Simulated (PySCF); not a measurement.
Br3In, charge -1, doublet, geometry from GFN2-xTB (such geometries of metal compounds can be far from the true shape) (a state made from the parent by changing its charge; the spin is typed, not shown lowest) (all electrons, no relativity); TPSS/3-21G run with PySCF.

The PySCF input:
```python
from pyscf import gto, scf, dft

mol = gto.M(
    atom='''
In   -0.242139    0.266328    0.544299
Br   -1.919181   -1.622699   -0.424872
Br    0.107088    2.147793   -1.368373
Br    2.151088   -0.897952    1.031226
''',
    basis='3-21g',
    charge=-1,
    spin=1,
    verbose=4,
)

mf = dft.UKS(mol)
mf.xc = 'tpss'
mf.grids.atom_grid = (50, 194)
mf.kernel()
mf.analyze()
```

It wrote (shortened):

```
PySCF version 2.14.0

[INPUT] verbose = 4
[INPUT] num. atoms = 4
[INPUT] num. electrons = 155
[INPUT] charge = -1
[INPUT] spin (= nelec alpha-beta = 2S) = 1
[INPUT] symmetry False subgroup None
[INPUT] Mole.unit = angstrom
[INPUT] Symbol           X                Y                Z      unit          X                Y                Z       unit  Magmom
[...]
nuclear repulsion = 1449.97127767511
number of shells = 43
number of NR pGTOs = 243
number of NR cGTOs = 97
basis = 3-21g
ecp = {}

******** <class 'pyscf.dft.uks.UKS'> ********
method = UKS
initial guess = minao
damping factor = 0
level_shift factor = 0
DIIS = <class 'pyscf.scf.diis.CDIIS'>
diis_start_cycle = 1
diis_space = 8
diis_damp = 0
SCF conv_tol = 1e-09
SCF conv_tol_grad = None
SCF max_cycles = 50
direct_scf = True
direct_scf_tol = 1e-13
number electrons alpha = 78  beta = 77
XC library pyscf.dft.libxc version 7.1.2
    S. Lehtola, C. Steigemann, M. J. T. Oliveira, and M. A. L. Marques,  SoftwareX 7, 1–5 (2018)
XC functionals = tpss
    J. Tao, J. P. Perdew, V. N. Staroverov, and G. E. Scuseria,  Phys. Rev. Lett. 91, 146401 (2003)
    J. P. Perdew, J. Tao, V. N. Staroverov, and G. E. Scuseria,  J. Chem. Phys. 120, 6898 (2004)
    J. Tao, J. P. Perdew, V. N. Staroverov, and G. E. Scuseria,  Phys. Rev. Lett. 91, 146401 (2003)
    J. P. Perdew, J. Tao, V. N. Staroverov, and G. E. Scuseria,  J. Chem. Phys. 120, 6898 (2004)
radial grids:
    Treutler-Ahlrichs [JCP 102, 346 (1995); DOI:10.1063/1.469408] (M4) radial grids

becke partition: Becke, JCP 88, 2547 (1988); DOI:10.1063/1.454033
pruning grids: <function nwchem_prune>
grids dens level: 3
symmetrized grids: False
atomic radii adjust function: <function treutler_atomic_radii_adjust>
User specified grid scheme (50, 194)
small_rho_cutoff = 0
Set gradient conv threshold to 3.16228e-05
tot grids = 24568
init E= -13382.4418659758

cycle= 1 E= -13401.9874482765  delta_E= -19.5  |g|= 0.365  |ddm|= 1.47
cycle= 2 E= -13401.8433816251  delta_E= 0.144  |g|= 0.525  |ddm|= 1.55
cycle= 3 E= -13402.0863833368  delta_E= -0.243  |g|= 0.0577  |ddm|= 1.08
cycle= 4 E= -13402.0909747544  delta_E= -0.00459  |g|= 0.0108  |ddm|=  0.2
cycle= 5 E= -13402.0911309831  delta_E= -0.000156  |g|= 0.000673  |ddm|= 0.0305
cycle= 6 E= -13402.0911316466  delta_E= -6.64e-07  |g|= 0.00031  |ddm|= 0.00291
cycle= 7 E= -13402.0911317509  delta_E= -1.04e-07  |g|= 0.00018  |ddm|= 0.00116
cycle= 8 E= -13402.0911317816  delta_E= -3.07e-08  |g|= 2.36e-05  |ddm|= 0.000418
cycle= 9 E= -13402.0911317822  delta_E= -5.89e-10  |g|= 1.11e-06  |ddm|= 5.85e-05
Extra cycle  E= -13402.091131782  delta_E= 1.66e-10  |g|= 5.18e-07  |ddm|= 5.15e-06
converged SCF energy = -13402.091131782  <S^2> = 0.75175049  2S+1 = 2.0017497
**** SCF Summaries ****
Total Energy =                      -13402.091131781993681
Nuclear Repulsion Energy =            1449.971277675111651
One-electron Energy =               -21532.833209828120744
Two-electron Energy =                 6680.770800371015866
Two-electron Coulomb Energy =         7110.809672385406884
DFT Exchange-Correlation Energy =     -430.038872014390961
**** MO energy ****
                             alpha | beta                alpha | beta
[...]
To work with the spin densities directly, `use mulliken_meta_spin()` only printing them here.

 ** Mulliken spin pop alpha/beta on meta-lowdin orthogonal AOs **
 ** Mulliken Spin Density (per AO)  **
spin_pop of  0 In 1s        0.00000
spin_pop of  0 In 2s        0.00001
spin_pop of  0 In 3s        0.00004
spin_pop of  0 In 4s        0.00014
spin_pop of  0 In 5s        0.37688
spin_pop of  0 In 6s        0.00665
spin_pop of  0 In 2px       0.00000
spin_pop of  0 In 2py       0.00000
spin_pop of  0 In 2pz       0.00000
spin_pop of  0 In 3px       0.00000
spin_pop of  0 In 3py       0.00000
spin_pop of  0 In 3pz       0.00001
spin_pop of  0 In 4px      -0.00002
spin_pop of  0 In 4py      -0.00002
spin_pop of  0 In 4pz      -0.00000
spin_pop of  0 In 5px       0.04085
spin_pop of  0 In 5py       0.04787
spin_pop of  0 In 5pz       0.17722
spin_pop of  0 In 6px       0.00012
spin_pop of  0 In 6py       0.00011
spin_pop of  0 In 6pz      -0.00014
spin_pop of  0 In 3dxy     -0.00000
spin_pop of  0 In 3dyz      0.00000
spin_pop of  0 In 3dz^2     0.00000
spin_pop of  0 In 3dxz      0.00000
spin_pop of  0 In 3dx2-y2   -0.00000
spin_pop of  0 In 4dxy     -0.00011
spin_pop of  0 In 4dyz     -0.00007
spin_pop of  0 In 4dz^2    -0.00001
spin_pop of  0 In 4dxz      0.00005
spin_pop of  0 In 4dx2-y2   -0.00003
spin_pop of  1 Br 1s        0.00000
spin_pop of  1 Br 2s        0.00000
spin_pop of  1 Br 3s       -0.00000
spin_pop of  1 Br 4s        0.00079
spin_pop of  1 Br 5s        0.00012
spin_pop of  1 Br 2px       0.00000
spin_pop of  1 Br 2py       0.00000
spin_pop of  1 Br 2pz       0.00000
spin_pop of  1 Br 3px       0.00001
spin_pop of  1 Br 3py       0.00003
spin_pop of  1 Br 3pz       0.00002
spin_pop of  1 Br 4px       0.00909
spin_pop of  1 Br 4py       0.05963
spin_pop of  1 Br 4pz       0.04690
spin_pop of  1 Br 5px      -0.00003
spin_pop of  1 Br 5py       0.00009
spin_pop of  1 Br 5pz       0.00018
spin_pop of  1 Br 3dxy     -0.00000
spin_pop of  1 Br 3dyz      0.00000
spin_pop of  1 Br 3dz^2    -0.00000
spin_pop of  1 Br 3dxz      0.00000
spin_pop of  1 Br 3dx2-y2    0.00000
spin_pop of  2 Br 1s        0.00000
spin_pop of  2 Br 2s        0.00000
spin_pop of  2 Br 3s       -0.00000
spin_pop of  2 Br 4s        0.00079
spin_pop of  2 Br 5s        0.00011
spin_pop of  2 Br 2px       0.00000
spin_pop of  2 Br 2py       0.00000
spin_pop of  2 Br 2pz       0.00000
spin_pop of  2 Br 3px       0.00000
spin_pop of  2 Br 3py       0.00001
spin_pop of  2 Br 3pz       0.00005
spin_pop of  2 Br 4px       0.00589
spin_pop of  2 Br 4py       0.01233
spin_pop of  2 Br 4pz       0.09740
spin_pop of  2 Br 5px      -0.00001
spin_pop of  2 Br 5py      -0.00003
spin_pop of  2 Br 5pz       0.00028
spin_pop of  2 Br 3dxy      0.00000
spin_pop of  2 Br 3dyz      0.00000
spin_pop of  2 Br 3dz^2     0.00000
spin_pop of  2 Br 3dxz      0.00000
spin_pop of  2 Br 3dx2-y2   -0.00000
spin_pop of  3 Br 1s        0.00000
spin_pop of  3 Br 2s        0.00000
spin_pop of  3 Br 3s       -0.00000
spin_pop of  3 Br 4s        0.00079
spin_pop of  3 Br 5s        0.00011
spin_pop of  3 Br 2px       0.00000
spin_pop of  3 Br 2py       0.00000
spin_pop of  3 Br 2pz       0.00000
spin_pop of  3 Br 3px       0.00004
spin_pop of  3 Br 3py       0.00001
spin_pop of  3 Br 3pz       0.00000
spin_pop of  3 Br 4px       0.08355
spin_pop of  3 Br 4py       0.02910
spin_pop of  3 Br 4pz       0.00299
spin_pop of  3 Br 5px       0.00012
spin_pop of  3 Br 5py       0.00004
spin_pop of  3 Br 5pz       0.00009
spin_pop of  3 Br 3dxy      0.00000
spin_pop of  3 Br 3dyz     -0.00000
spin_pop of  3 Br 3dz^2     0.00000
spin_pop of  3 Br 3dxz      0.00000
spin_pop of  3 Br 3dx2-y2   -0.00000
 ** Mulliken Spin Density (per atom)  **
spin density of  0 In =      0.64952
spin density of  1 Br =      0.11682
spin density of  2 Br =      0.11682
spin density of  3 Br =      0.11684
 ** Mulliken pop alpha/beta on meta-lowdin orthogonal AOs **
 ** Mulliken pop       alpha | beta **
In total            78.00000 | 77.00000
 ** Mulliken atomic charges   ( Nelec_alpha | Nelec_beta ) **
charge of  0In =      0.22023  (    24.71465     24.06512 )
charge of  1Br =     -0.40675  (    17.76178     17.64497 )
charge of  2Br =     -0.40674  (    17.76178     17.64496 )
charge of  3Br =     -0.40674  (    17.76179     17.64495 )

WARN: System has nonzero charge -1; the dipole moment is origin-dependent.
Location of origin: [0. 0. 0.]

Dipole moment(X, Y, Z, Debye): -0.62639,  0.68798,  1.40618
```
